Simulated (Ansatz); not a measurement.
`[SiH3][C@H]1B[Si@@H]1Br` + H₂ → `Br[SiH]1BC1` + SiH₄ at 298.15 K and 1 bar (hydrogenolysis of a C–Si bond).

Computed with Ansatz on PBE0-D4/def2-TZVP structures; ΔE is electronic, products minus reactants. CBS: MP2 limit from def2 TZ/QZ plus the TZ coupled-cluster correction, frozen cores. This one scheme is used for every species. For Br outer-core shells are correlated without core-valence functions, which leaves a few kJ/mol of doubt a bond. Scalar relativity is left out up to krypton.

```tsv
species	CCSD(T)/CBS energy (Eh)	H − E (kJ/mol)	S (J/(mol·K))
`[SiH3][C@H]1B[Si@@H]1Br`	-3217.91955	189.5	374.0
H₂	-1.17544	35.1	130.4
`Br[SiH]1BC1`	-2927.63016	142.3	322.3
SiH₄	-291.46306	92.1	204.8
```

H − E and S are ideal-gas, rigid-rotor, harmonic terms from PBE0-D4/def2-TZVP, for one conformer and one mirror image of each species. The MP2-based limit puts H₂ 0.8 mEh under its directly extrapolated value; such offsets cancel only in part. 1 Eh = 2625.50 kJ/mol, R = 8.31446 J/(mol·K).

Task: By hand: ΔE, ΔH, ΔS and ΔG.

Result: ΔE = (-2927.63016) + (-291.46306) − (-3217.91955) − (-1.17544) = 0.00177 Eh = 4.6 kJ/mol. Δ(H − E) = 142.3 + 92.1 − 189.5 − 35.1 = 9.8, so ΔH = 14.4 kJ/mol. ΔS = 322.3 + 204.8 − 374.0 − 130.4 = 22.7 J/(mol·K). ΔG = 14.4 − 298.15 × (22.7)/1000 = 7.6 kJ/mol.

Task: By hand: the equilibrium constant, and the temperature at which ΔG would vanish if ΔH and ΔS stayed fixed.

Result: log₁₀ K = −ΔG/(RT ln 10) = -1.3. ΔG = 0 at ΔH/ΔS = 634 K.

TΔS isn't small against ΔH here. A doubt of 5 kJ/mol in ΔE shifts log₁₀ K by 0.9 here. Other conformers and mirror images would add mixing entropy, several J/(mol·K) or more a flexible species. These are equilibria of isolated gas molecules and say nothing of rates. Largest T1 diagnostic: 0.012 (customary marks: 0.02 for closed shells, 0.045 for open ones).
